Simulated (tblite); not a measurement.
A geometry optimisation, step by step.

C6H13AlS.
Atom-mapped SMILES: `[CH3:1][CH2:2][S:3][AlH:4][CH:5]1[CH2:6][CH2:7][CH2:8]1` (hydrogens: H9, H10, H11 on C1; H12, H13 on C2; H14 on Al4; H15 on C5; H16, H17 on C6; H18, H19 on C7; H20, H21 on C8)

Computed with GFN2-xTB (tblite), gas phase: L-BFGS steps from a force-field or distance-geometry start until the largest atomic force falls under 0.01 eV/Å. 4 of its 153 geometries are shown.

Step 0: E = -646.5282 eV, largest atomic force 1.690 eV/Å
```
atom  x, y, z in Å  |  force x, y, z in eV/Å
C1      3.907    0.080    0.320    0.815   0.392   0.346
C2      2.960    0.022   -0.866    0.871   0.633  -0.064
S3      1.496   -0.973   -0.555   -1.053  -0.573   0.323
Al4     0.103    0.039    0.928    1.631   0.411  -0.165
C5     -1.687    0.740    0.481    0.421   1.210   0.977
C6     -2.128    0.582   -0.954    0.234   1.022  -1.301
C7     -2.816   -0.691   -0.559   -1.515  -0.583   0.195
C8     -2.847   -0.136    0.868   -0.939  -0.962   0.594
H9      3.396    0.281    1.278    0.038  -0.291  -0.470
H10     4.519   -0.842    0.398   -0.483   0.587   0.067
H11     4.581    0.951    0.152   -0.159  -0.662   0.116
H12     3.521   -0.396   -1.732   -0.689   0.152   0.425
H13     2.646    1.046   -1.092   -0.053  -0.155  -0.199
H14     0.820    0.669    2.226   -0.333  -0.437  -0.350
H15    -1.826    1.744    0.937    0.363  -0.023  -0.328
H16    -2.860    1.375   -1.233    0.496  -0.527  -0.067
H17    -1.338    0.506   -1.712   -0.159   0.086  -0.069
H18    -2.188   -1.609   -0.609   -0.435   0.622  -0.241
H19    -3.844   -0.801   -0.981    0.874  -0.510  -0.009
H20    -3.769    0.464    1.051    0.517  -0.614   0.091
H21    -2.655   -0.880    1.653   -0.444   0.220   0.131
```

Step 51: E = -647.0480 eV, largest atomic force 0.046 eV/Å
```
atom  x, y, z in Å  |  force x, y, z in eV/Å
C1      3.795    0.101    0.357    0.011  -0.005   0.012
C2      2.875    0.105   -0.846    0.007   0.015  -0.005
S3      1.412   -0.997   -0.587   -0.024  -0.005  -0.017
Al4     0.243    0.177    0.864    0.005  -0.003  -0.010
C5     -1.613    0.830    0.454   -0.035  -0.023   0.007
C6     -2.083    0.596   -1.006   -0.014  -0.035   0.014
C7     -2.802   -0.672   -0.534    0.003  -0.002   0.007
C8     -2.714   -0.172    0.910   -0.008  -0.008  -0.012
H9      3.274    0.495    1.232   -0.002   0.002   0.010
H10     4.120   -0.913    0.574    0.003  -0.021   0.022
H11     4.673    0.715    0.161    0.000   0.026  -0.010
H12     3.375   -0.294   -1.727    0.012  -0.035  -0.004
H13     2.519    1.110   -1.072   -0.007   0.035  -0.005
H14     0.864    0.443    2.253   -0.011  -0.023  -0.026
H15    -1.805    1.851    0.811   -0.010   0.001   0.017
H16    -2.776    1.363   -1.354    0.038  -0.014  -0.022
H17    -1.308    0.437   -1.761   -0.017   0.028   0.000
H18    -2.187   -1.561   -0.687    0.014   0.031  -0.003
H19    -3.799   -0.850   -0.936    0.009  -0.001   0.022
H20    -3.630    0.326    1.231    0.021   0.012   0.002
H21    -2.440   -0.917    1.662    0.003   0.026   0.000
```

Step 101: E = -647.1616 eV, largest atomic force 0.054 eV/Å
```
atom  x, y, z in Å  |  force x, y, z in eV/Å
C1      3.265    0.208    0.514   -0.013   0.011  -0.029
C2      3.088    0.183   -0.990   -0.012  -0.011  -0.019
S3      1.369   -0.213   -1.520    0.016   0.009   0.001
Al4     0.218   -0.050    0.355    0.032   0.005   0.013
C5     -1.484    1.004    0.372   -0.041  -0.031  -0.018
C6     -2.160    0.576   -0.957   -0.012  -0.020   0.011
C7     -2.561   -0.720   -0.254    0.011   0.018   0.041
C8     -2.425    0.003    1.084    0.018   0.025   0.019
H9      2.627    0.981    0.959    0.005  -0.017  -0.004
H10     2.988   -0.754    0.949    0.021   0.003  -0.005
H11     4.303    0.427    0.765   -0.012  -0.002   0.010
H12     3.714   -0.581   -1.450    0.015  -0.009   0.031
H13     3.331    1.146   -1.435    0.019   0.023   0.009
H14     0.529   -0.980    1.545   -0.015  -0.001  -0.006
H15    -1.625    2.053    0.652   -0.031  -0.027  -0.028
H16    -3.026    1.187   -1.206    0.004   0.015   0.003
H17    -1.527    0.477   -1.846    0.017  -0.016   0.000
H18    -1.752   -1.464   -0.346   -0.017   0.003  -0.045
H19    -3.508   -1.191   -0.512   -0.008   0.041   0.020
H20    -3.360    0.461    1.406    0.001  -0.020   0.004
H21    -2.011   -0.582    1.914    0.001   0.002  -0.009
```

Step 152: E = -647.1740 eV, largest atomic force 0.009 eV/Å
```
atom  x, y, z in Å  |  force x, y, z in eV/Å
C1      3.301    0.225    0.547   -0.001   0.001  -0.009
C2      3.179    0.226   -0.961   -0.002   0.001  -0.003
S3      1.474   -0.137   -1.560    0.005   0.002  -0.003
Al4     0.248   -0.066    0.272   -0.001   0.001   0.002
C5     -1.474    0.955    0.307   -0.002   0.003  -0.004
C6     -2.231    0.533   -0.978    0.002  -0.002  -0.002
C7     -2.697   -0.712   -0.224    0.001  -0.003   0.000
C8     -2.401    0.000    1.096    0.000   0.003  -0.002
H9      2.640    0.983    0.984   -0.002  -0.003   0.005
H10     3.020   -0.748    0.953    0.002  -0.004   0.003
H11     4.327    0.448    0.842   -0.006   0.001   0.002
H12     3.813   -0.541   -1.405   -0.002   0.007   0.003
H13     3.454    1.194   -1.379   -0.006  -0.004  -0.001
H14     0.532   -1.044    1.431    0.001  -0.002  -0.003
H15    -1.584    2.013    0.566    0.004   0.000   0.004
H16    -3.057    1.202   -1.221    0.004   0.002   0.004
H17    -1.636    0.362   -1.882    0.003  -0.007  -0.001
H18    -1.992   -1.539   -0.378    0.003  -0.002   0.003
H19    -3.711   -1.068   -0.398    0.000   0.003   0.001
H20    -3.278    0.497    1.509    0.000   0.002   0.001
H21    -1.938   -0.611    1.879   -0.004   0.001  -0.001
```

Q: Summarise the path.

A: The energy falls by 0.6458 eV from step 0 to step 152; nine tenths of that is first reached at step 74. It falls at every step. The largest force goes from 1.690 to 0.009 eV/Å. Among the bonds Al4–H14 changes most, from 1.612 to 1.543 Å; the atoms move by 0.830 Å rms after alignment.

Q: Follow the three bonds and two angles with the largest change from start to end.

A: 
```csv
step,E above end (eV),largest force (eV/Å),Al4–H14 (Å),S3–Al4 (Å),C2–S3 (Å),Al4–C5–H15 (°),Al4–C5–C8 (°)
0,0.6458,1.690,1.612,2.272,1.797,110.0,115.8
7,0.1919,0.182,1.543,2.212,1.849,108.9,119.4
13,0.1733,0.153,1.533,2.201,1.858,108.1,119.6
20,0.1547,0.136,1.556,2.210,1.859,111.5,116.6
26,0.1370,0.106,1.543,2.205,1.852,113.3,114.6
33,0.1308,0.041,1.540,2.202,1.852,113.3,113.6
40,0.1281,0.025,1.540,2.202,1.851,113.2,113.1
46,0.1272,0.032,1.543,2.202,1.853,112.9,113.2
53,0.1249,0.069,1.548,2.201,1.854,113.8,112.2
59,0.1161,0.144,1.544,2.207,1.843,116.2,110.0
66,0.0941,0.111,1.547,2.209,1.844,119.8,106.0
73,0.0661,0.121,1.545,2.204,1.843,124.6,102.5
79,0.0449,0.142,1.539,2.206,1.841,129.1,99.7
86,0.0318,0.122,1.546,2.208,1.835,131.2,98.2
93,0.0193,0.083,1.544,2.208,1.838,129.7,99.1
99,0.0138,0.056,1.541,2.203,1.840,128.2,100.1
106,0.0093,0.058,1.542,2.207,1.840,127.6,101.3
112,0.0059,0.047,1.542,2.211,1.842,127.4,101.6
119,0.0032,0.034,1.542,2.208,1.842,127.5,101.2
126,0.0022,0.020,1.542,2.207,1.842,127.3,101.1
132,0.0014,0.019,1.542,2.205,1.841,126.9,101.5
139,0.0008,0.016,1.542,2.205,1.842,126.2,101.7
145,0.0004,0.023,1.543,2.206,1.843,126.1,101.8
152,0.0000,0.009,1.543,2.205,1.843,125.7,102.1
```

The cost below is that of the whole relaxation. On an Arm Neoverse N1 with one thread, shared host with 64 logical CPUs at a one-minute load of 60, this took 2.5 s.
